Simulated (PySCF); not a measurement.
Species: [Sc(Cl)3] (charge 0, multiplicity 1).

Problem. What is the computed dipole moment, HOMO–LUMO gap, HOMO, charge on the central atom (Mulliken) and LUMO (TPSSh-D3(BJ)/def2-TZVP // BP86-D3(BJ)/def2-SVP (PySCF 2.14.0))?

Solution. 
```yaml
dipole_moment: 0.11 D
HOMO–LUMO gap: 4.86 eV
HOMO: -8.53 eV
charge on the central atom (Mulliken): 1.17 e
LUMO: -3.67 eV
```
